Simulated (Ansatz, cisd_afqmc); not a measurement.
Species: TlI, charge 0, singlet. TlI (SMILES [I][Tl]).
B3LYP-D3(BJ)/def2-TZVP minimum from Ansatz (a first-principles code):
```
Tl
I 1 2.8762
```

Total energies in def2-SVP, 10 correlated electrons, 18 frozen orbitals. Open shells are spin-unrestricted; no spin-orbit coupling. Correlated methods leave the cores frozen (noble-gas shells, and filled d and f shells in the p block). Past Kr the def2 sets carry scalar-relativistic core potentials. AFQMC is phaseless with a CISD trial state; ± is one standard error, without the phaseless bias. Outlying blocks are dropped, and bars are widened where a walk drifts. Over all cases where full CI ran beside it in this data, AFQMC minus full CI had a median of +0.1 mEh and passed +0.4 mEh in a tenth of the cases. Spin-orbit terms, left out, reach several kcal/mol for Br and I, and more for heavier atoms.

The bar of a AFQMC/CISD walk is widened from 0.21 to 0.27 mEh, since its error had not levelled off in the blocking analysis.

```
method         program         energy (Eh)  minus CCSDTQ (mEh)
----------  ----------  ------------------  ------------------
HF              Ansatz          -468.25489              148.37
MP2             Ansatz          -468.38241               20.85
CCSD            Ansatz          -468.39916                4.09
CCSD(T)         Ansatz          -468.40246                0.80
CCSDT(Q)        Ansatz          -468.40328               -0.02
CCSDTQ          Ansatz          -468.40326                0.00
AFQMC/CISD  cisd_afqmc  -468.4032 ± 0.0003           0.1 ± 0.3
```

Rough core times of Ansatz's runs on a shared machine: CCSD(T) under 20 s, CCSDT(Q) under 20 s, CCSDTQ 4 min.
